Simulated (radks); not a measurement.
The numbers below are computed, except where a source is named.
Species: Cr. Configuration: [Ar] 3d4.5 4s1 4p0.5 (fractional occupations, a model configuration).

Code: a radial shooting solver on a logarithmic mesh with Libxc functionals. Model: scalar-relativistic Kohn-Sham, LDA (Slater exchange, Perdew-Wang correlation), spin-polarised, spherical densities, finite nucleus; open shells are filled with parallel spins first; Fermi nuclear charge, rms radius 3.6452 fm.

Energy parts (hartree):
| part | energy |
|---|---|
| total | -1048.60474 |
| kinetic | 1058.70566 |
| electron-nucleus | -2503.14727 |
| Hartree | 442.48123 |
| exchange-correlation | -46.64436 |

Orbitals (lengths in bohr, moments of r in powers of bohr; <r^-3> diverges for s and p1/2; r(max) is where P^2 peaks):
orbital  occ.  eigenvalue (hartree)   r(max)       <r^4>  <r^-3>    <1/r>
1s up       1             -215.6451  0.04169  0.00007641       -    23.84
1s down     1             -215.6435  0.04169  0.00007640       -    23.84
2s up       1             -24.54031   0.2441     0.01832       -    5.035
2s down     1             -24.47813   0.2439     0.01818       -    5.043
2p up       3             -20.66812   0.1978     0.01430   360.7    4.944
2p down     3             -20.61956   0.1976     0.01416   361.8    4.951
3s up       1              -2.82942   0.7766       1.444       -    1.570
3s down     1              -2.67932   0.7772       1.461       -    1.565
3p up       3              -1.79022   0.7962       2.140   43.64    1.433
3p down     3              -1.64232   0.7973       2.186   43.18    1.427
3d up     4.5              -0.22327   0.8247       19.81   3.109    1.021
4s up       1              -0.20543    2.603       229.1       -   0.4111
4s down     0              -0.12228    2.769       422.8       -   0.3675
3d down     0              -0.08623   0.8352       45.89   2.874   0.9707
4p up     0.5              -0.07220    3.460       972.2   1.725   0.2936
4p down     0              -0.02337    4.523        4654  0.7343   0.2128
5s up       0              -0.00981    8.831       35870       -   0.1200
5s down     0              -0.00319    11.18      167500       -  0.08976

The highest occupied level is 4p up at -1.965 eV. The configuration is held as typed, so some empty levels lie below it. The density falls to 0.001 e/bohr^3 at r = 4.58 bohr. Summed over all electrons, <r^2> = 43.84 bohr^2, which gives a Langevin (diamagnetic) susceptibility term of -34.7 x 10^-6 cm^3/mol. Spin moment in Bohr magnetons: 6.
